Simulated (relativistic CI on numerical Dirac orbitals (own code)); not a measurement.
## Radial parameters of Sn IV

Computed by Dirac-Coulomb-Breit CI, orbitals from a KLI potential per configuration, model QED, valence Slater integrals scaled by 0.85, P86 correlation energy added to each configuration (own radial code, finite nucleus).

Slater integrals F^k, G^k are unscaled and averaged over j, outside the closed core [Kr]; ζ comes from projecting the Hamiltonian with its Breit term on Σ l·s of the shell.

- 4d10.5p: ζ(5p) = 3984.7 cm⁻¹; <r>(5p) = 2.519, <r^2>(5p) = 7.14 (bohr units).
- 4d10.5d: ζ(5d) = 269.64 cm⁻¹; <r>(5d) = 3.518, <r^2>(5d) = 13.87 (bohr units).
- 4d10.5f: ζ(5f) = -27.268 cm⁻¹; <r>(5f) = 6.821, <r^2>(5f) = 56.12 (bohr units).

In this model ζ of a weakly bound d, f or g electron outside closed shells comes out too small, for d by up to a factor of two or three and at times with the wrong sign; that of an outer p electron is too small as well.

Correlation outside the listed configurations is missing or only estimated: errors of thousands of cm⁻¹ between configurations and terms are usual at this charge. Rates and lifetimes follow the computed energies and can be off by large factors. The fine structure of a lone outer electron comes out too small, for d and f at times inverted, and misplaced configurations move strength between like terms. 15 of the 15 excited levels that our extract of the measured tables holds in this range could be paired (the sources list more); they are missed by 4535 cm⁻¹ on average and 6632 at most, and levels without a partner can miss by more.

Averages of the first 10 configurations, taken without configuration mixing, which lowers the lowest level and can move excited configurations by several eV; other configurations of the list can lie among them:

```csv
Configuration,Parity,States,Average energy above the lowest level (eV)
4d10.5s,even,2,0.1
4d10.5p,odd,6,9.1
4d10.5d,even,10,19.9
4d10.5f,odd,14,30.9
4d10.5g,even,18,31.4
4d10.6s,even,2,20.9
4d9.5s2,even,10,22.5
4d10.6p,odd,6,24.0
4d10.4f,odd,14,25.9
4d10.6d,even,10,28.4
```
